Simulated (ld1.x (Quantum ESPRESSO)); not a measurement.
**tungsten (W) ultrasoft: all-electron and pseudo phase curves**

* Element: W
* Generator: ld1.x (Quantum ESPRESSO) 7.5
* Type: ultrasoft
* Functional: PBEsol
* Relativity: scalar-relativistic
* Frozen core: [Kr] 4d10 4f14 5s2
* Valence charge: 12
* Reference configuration: 5p6 5d4 6s2 6p0
* Partial waves: 6s (bound): rcut 2.05, rcutus 2.50 bohr; 6s channel at 0.15 Ry: rcut 2.05, rcutus 2.50 bohr; 5p (bound): rcut 1.65, rcutus 1.80 bohr; 6p (bound, empty): rcut 1.65, rcutus 1.80 bohr; 5d (bound): rcut 2.75, rcutus 3.00 bohr; 5d channel at 3.8 Ry: rcut 2.75, rcutus 3.00 bohr
* Local potential: all-electron potential smoothed inside 1.95 bohr (lloc = -1)
* Core correction: none
* Augmentation charge: built from norm-conserving waves at rcut, not smoothed further

The phase is arctan(r·u′/u) with u = r·R(r), unwrapped; energies in Ry, scanned from -5 to 5 Ry. A pole is an energy at which the radial function vanishes at the test radius. The pseudo phase is shifted by a multiple of π to meet the all-electron one at the reference energy, and phase errors are pseudo minus all-electron; the curves can meet again beyond the range given. Levels narrower than the energy grid can be missing from the lists of poles. Where the grid stepped over a known ghost or core level, its pole and its step of π were put in at the level’s energy.

| channel | radius (bohr) | reference energy (Ry) | poles, all-electron | poles, pseudo | unbroken range about the reference energy with phases within 0.05 rad | phase error 1 Ry above the reference energy (rad) |
| --- | --- | --- | --- | --- | --- | --- |
| s | 3.25 | -0.42 | 0.63 | -3.37, 0.63 | -3.4 to 2.8 | -0.000 |
| p | 3.25 | -0.10 | -3.16, 1.76 | -3.16, 2.76 | not even at the reference energy | +0.232 |
| d | 3.25 | -0.33 | -0.09, 3.81 | -0.06 | -0.4 to 0.2 | +0.117 |

A Bessel basis up to 400 Ry misses an occupied level by 0.39 Ry, so cutoffs were not judged. Note: ghost state, extra bound levels that the all-electron valence spectrum of the same l lacks: s at -45.9 eV (p not tested) (other channels not judged). Its overlap operator is not positive definite in a basis up to 400 Ry (lowest eigenvalue p -3.13), so the file is unfit for use: the generalised eigenproblem breaks down once the basis is large enough, and its test numbers describe a broken file.

Phases in the p channel:

| E (Ry) | all-electron | pseudo |
| --- | --- | --- |
| -5.00 | 1.425 | 1.425 |
| -4.48 | 1.415 | 1.415 |
| -3.96 | 1.402 | 1.403 |
| -3.44 | 1.376 | 1.374 |
| -2.92 | -1.748 | -1.748 |
| -2.40 | -1.783 | -1.781 |
| -1.88 | -1.819 | -1.816 |
| -1.36 | -1.876 | -1.867 |
| -0.84 | -1.987 | -1.959 |
| -0.32 | -2.305 | -2.158 |
| 0.20 | -3.626 | -2.896 |
| 0.72 | -4.421 | -4.099 |
| 1.24 | -4.619 | -4.465 |
| 1.76 | -4.712 | -4.598 |
| 2.28 | -4.778 | -4.669 |
| 2.80 | -4.843 | -4.715 |
| 3.32 | -4.934 | -4.753 |
| 3.84 | -5.125 | -4.787 |
| 4.36 | -5.929 | -4.823 |
| 4.88 | -7.304 | -4.868 |
